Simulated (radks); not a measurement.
Values are calculated unless marked as measured or tabulated.
Radial electron density D(r) = 4 pi r^2 rho(r) of an atom or ion with 18 electrons. Level of theory: scalar-relativistic Kohn-Sham, PBEsol, spin-polarised, spherical densities, finite nucleus; Fermi nuclear charge, rms radius of each element as measured or else 0.836 A^(1/3) + 0.57 fm (a radial shooting solver on a logarithmic mesh with Libxc functionals).

r (bohr)  D(r) (e/bohr)
0.00424           6.256
0.005305          8.928
0.006584          12.35
0.008237          16.90
0.01031           22.45
0.01289           28.75
0.01613           35.20
0.02002           40.63
0.02504           44.26
0.03133           44.89
0.0392            42.62
0.04865           39.33
0.06086           37.86
0.07614           41.00
0.09526           47.93
0.1192            53.05
0.1479            49.83
0.1851            37.14
0.2315            23.22
0.2896            18.11
0.3595            20.96
0.4497            21.72
0.5626            14.86
0.7039            6.077
0.8806            1.372
1.093            0.1679
1.367          0.008154

What is the nuclear charge?

Answer. Z = 36. The innermost maximum, from 1s, lies near gamma/Z bohr with gamma = sqrt(1 - (Z/c)^2) = 0.965, here 0.0268 bohr (found: 0.0294), and its height grows with Z. The density is that of the krypton ion Kr18+ in [Ar]; the configuration itself is not fixed sharply by these data, and Z only to about a unit. D(r) has 3 maxima, at r = 0.0294, 0.124, 0.415 bohr, and minima at 0.0594, 0.287 bohr, inside which lie 2.06, 10.38 electrons.
